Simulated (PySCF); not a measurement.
Cl2CrO2, singlet, at a GFN2-xTB geometry (such geometries of metal compounds can be far from the true shape); HF/6-31G (PySCF).

PySCF was given this input:
```python
from pyscf import gto, scf

mol = gto.Mole()
mol.atom = '''
Cr
O  1 1.551020
O  1 1.551020 2 117.653111
Cl 1 2.033845 2 108.028827 3 122.546735
Cl 1 2.033845 2 108.028827 3 -122.546735
'''
mol.basis = '6-31g'
mol.charge = 0
mol.spin = 0
mol.verbose = 4
mol.build()

mf = scf.RHF(mol)
mf.kernel()
```

**Question.** Write the output that PySCF gives for this input, abridged.

**Answer.** 
```
PySCF version 2.14.0

[INPUT] verbose = 4
[INPUT] num. atoms = 5
[INPUT] num. electrons = 74
[INPUT] charge = 0
[INPUT] spin (= nelec alpha-beta = 2S) = 0
[INPUT] symmetry False subgroup None
[INPUT] Mole.unit = angstrom
[INPUT] Symbol           X                Y                Z      unit          X                Y                Z       unit  Magmom
[INPUT]  1 Cr     0.000000000000   0.000000000000   0.000000000000 AA    0.000000000000   0.000000000000   0.000000000000 Bohr   0.0
[INPUT]  2 O      1.551020000000   0.000000000000   0.000000000000 AA    2.931003013723   0.000000000000   0.000000000000 Bohr   0.0
[INPUT]  3 O     -0.719855234559   0.000000000000   1.373852787484 AA   -1.360329242651   0.000000000000   2.596205503815 Bohr   0.0
[INPUT]  4 Cl    -0.629465786856   1.630258337402  -1.040459542959 AA   -1.189517941942   3.080741769979  -1.966183579882 Bohr   0.0
[INPUT]  5 Cl    -0.629465786856  -1.630258337402  -1.040459542959 AA   -1.189517941942  -3.080741769979  -1.966183579882 Bohr   0.0

nuclear repulsion = 501.758757476857
number of shells = 35
number of NR pGTOs = 226
number of NR cGTOs = 71
basis = 6-31g
ecp = {}

******** <class 'pyscf.scf.hf.RHF'> ********
method = RHF
initial guess = minao
damping factor = 0
level_shift factor = 0
DIIS = <class 'pyscf.scf.diis.CDIIS'>
diis_start_cycle = 1
diis_space = 8
diis_damp = 0
SCF conv_tol = 1e-09
SCF conv_tol_grad = None
SCF max_cycles = 50
direct_scf = True
direct_scf_tol = 1e-13
Set gradient conv threshold to 3.16228e-05
Initial guess from minao.
init E= -2111.7787827027
  HOMO = -0.459243738343399  LUMO = -0.159869278501501  gap/eV = 8.14639
cycle= 1 E= -2110.80437703951  delta_E= 0.974  |g|= 1.76  |ddm|= 2.84
  HOMO = -0.44537490407737  LUMO = -0.416021573735712  gap/eV = 0.79874
cycle= 2 E= -2102.64990503429  delta_E= 8.15  |g|=  7.3  |ddm|= 3.99
  HOMO = -0.487612053656873  LUMO = -0.224250506569769  gap/eV = 7.16643
cycle= 3 E= -2111.33174799568  delta_E= -8.68  |g|= 1.13  |ddm|= 2.66
  HOMO = -0.500265730965138  LUMO = -0.120790080059412  gap/eV = 10.32606
cycle= 4 E= -2111.50736854847  delta_E= -0.176  |g|= 0.43  |ddm|= 0.423
  HOMO = -0.4865782462229  LUMO = -0.11064106466514  gap/eV = 10.22977
cycle= 5 E= -2111.53101314938  delta_E= -0.0236  |g|= 0.214  |ddm|= 0.142
  HOMO = -0.485492235441721  LUMO = -0.0803012574573603  gap/eV = 11.02581
cycle= 6 E= -2111.53999720125  delta_E= -0.00898  |g|= 0.0207  |ddm|= 0.124
  HOMO = -0.487361474679118  LUMO = -0.0789112773213594  gap/eV = 11.11450
cycle= 7 E= -2111.54056846045  delta_E= -0.000571  |g|= 0.0173  |ddm|= 0.04
  HOMO = -0.487315115032113  LUMO = -0.0711592534812975  gap/eV = 11.32418
cycle= 8 E= -2111.5412468692  delta_E= -0.000678  |g|= 0.00761  |ddm|= 0.0801
  HOMO = -0.48787567441805  LUMO = -0.0687009901349833  gap/eV = 11.40632
cycle= 9 E= -2111.54133721256  delta_E= -9.03e-05  |g|= 0.00402  |ddm|= 0.0248
  HOMO = -0.487693241980166  LUMO = -0.0683913816041184  gap/eV = 11.40978
cycle= 10 E= -2111.54137350343  delta_E= -3.63e-05  |g|= 0.00257  |ddm|= 0.0149
  HOMO = -0.487532127706541  LUMO = -0.0691561422125617  gap/eV = 11.38459
cycle= 11 E= -2111.54140370313  delta_E= -3.02e-05  |g|= 0.00218  |ddm|= 0.0185
  HOMO = -0.487330807738335  LUMO = -0.0692786500846436  gap/eV = 11.37578
cycle= 12 E= -2111.54141768164  delta_E= -1.4e-05  |g|= 0.00129  |ddm|= 0.0117
  HOMO = -0.487245273459225  LUMO = -0.06960864213521  gap/eV = 11.36447
cycle= 13 E= -2111.5414282094  delta_E= -1.05e-05  |g|= 0.00114  |ddm|= 0.0138
  HOMO = -0.487090969576331  LUMO = -0.0696565960867594  gap/eV = 11.35897
cycle= 14 E= -2111.54143124932  delta_E= -3.04e-06  |g|= 0.00068  |ddm|= 0.00547
  HOMO = -0.487053993460404  LUMO = -0.0697408258077414  gap/eV = 11.35567
cycle= 15 E= -2111.54143358593  delta_E= -2.34e-06  |g|= 0.000388  |ddm|= 0.00699
  HOMO = -0.486952563606699  LUMO = -0.0698145726872086  gap/eV = 11.35090
cycle= 16 E= -2111.54143419569  delta_E= -6.1e-07  |g|= 0.000186  |ddm|= 0.00444
  HOMO = -0.486944771812171  LUMO = -0.0698295539411982  gap/eV = 11.35028
cycle= 17 E= -2111.5414342253  delta_E= -2.96e-08  |g|= 0.000141  |ddm|= 0.000625
  HOMO = -0.486928201460442  LUMO = -0.0698265628269985  gap/eV = 11.34991
cycle= 18 E= -2111.54143424367  delta_E= -1.84e-08  |g|= 5.56e-05  |ddm|= 0.00058
  HOMO = -0.486922949654898  LUMO = -0.0698262598624535  gap/eV = 11.34978
cycle= 19 E= -2111.54143424749  delta_E= -3.82e-09  |g|= 2.08e-05  |ddm|= 0.00018
  HOMO = -0.486922952816022  LUMO = -0.069827397011148  gap/eV = 11.34975
cycle= 20 E= -2111.54143424813  delta_E= -6.41e-10  |g|= 9.37e-06  |ddm|= 7.1e-05
  HOMO = -0.486922162153276  LUMO = -0.0698271520522729  gap/eV = 11.34973
Extra cycle  E= -2111.54143424821  delta_E= -7.55e-11  |g|= 1.2e-05  |ddm|= 1.71e-05
converged SCF energy = -2111.54143424821
```
